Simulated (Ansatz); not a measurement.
Cost and result for the atomization energy of CH$_{3}$FSSi, SMILES `F[SiH]1CS1` (7 atoms, 7 bonds).

```xyz
7

F     0.808   -0.546    1.916
Si    0.725   -0.342    0.342
C    -0.726    0.502   -0.366
S    -0.693   -1.346   -0.765
H     2.097   -0.161   -0.155
H    -1.559    0.767    0.279
H    -0.650    1.125   -1.252
```

Total charge 0; spin multiplicity 1. All single points use the PBE0-D4/def2-TZVP geometry. Program: Ansatz. All runs use 2 threads of an Intel Xeon Platinum 8259CL on a shared host. Times are those of one run each, without the atoms' runs, and a repeat can differ threefold. Electronic energies, without spin–orbit coupling; frozen cores. CCSD(T)/CBS adds CCSD(T) − MP2 in def2-TZVPP to the MP2 limit, and its time is that of the two runs behind it. T1 = 0.012. HSE06 is the plane-wave form, built on full-range PBE exchange.

CCSD(T)/CBS is a level of theory with its own doubt, some kJ/mol a heavy atom from the limit and from the frozen cores, so smaller differences don't rank the functionals.

```tsv
level	functions	wall time	atomization (kJ/mol)	difference from CCSD(T)/CBS	per bond
LDA (SPW92)/def2-TZVPP	188	1.9 s	2957.2	378.3	54.0
CCSD(T)/def2-SVP	79	2.9 s	2362.2	-216.7	-31.0
revPBE-D4/def2-TZVPP	188	3.1 s	2556.2	-22.7	-3.2
HSE06-D4/def2-TZVPP	188	4.3 s	2575.2	-3.7	-0.5
CAM-B3LYP-D4/def2-TZVPP	188	5.5 s	2565.2	-13.7	-2.0
r2SCAN-D4/def2-TZVPP (with forces)	188	6.5 s	2590.9	12.0	1.7
PBE-QIDH/def2-TZVPP	188	7 s	2561.1	-17.8	-2.5
r2SCANh-D4/def2-TZVPP	188	8.5 s	2571.2	-7.7	-1.1
B2PLYP/def2-TZVPP	188	8.5 s	2536.5	-42.4	-6.1
ωB97M-V/def2-TZVPP (with forces)	188	13 s	2587.4	8.5	1.2
MP2/def2-QZVPP	344	23 s	2613.6	34.7	5.0
CCSD(T)/def2-TZVPP	188	47 s	2496.4	-82.5	-11.8
CCSD(T)/CBS(def2)	–	69 s	2578.9	0.0	0.0
```

From PBE to PBE0 (25 % exact exchange), in def2-TZVPP and without D4, the atomization energy moves by −46.7 kJ/mol: exact exchange takes away binding that semilocal exchange gives to molecules. At CCSD(T), def2-SVP lies −216.8 kJ/mol from the extrapolated value and def2-TZVPP −82.6 kJ/mol: correlation converges slowly with the basis, and small sets miss more of it in the bonded molecule than in its fragments. In def2-TZVPP, CCSD(T) changes the Hartree–Fock value by +638.8 kJ/mol (the triples alone add +46.3 kJ/mol) and MP2 by +706.6 kJ/mol; breaking electron pairs costs correlation energy, which Hartree–Fock lacks.
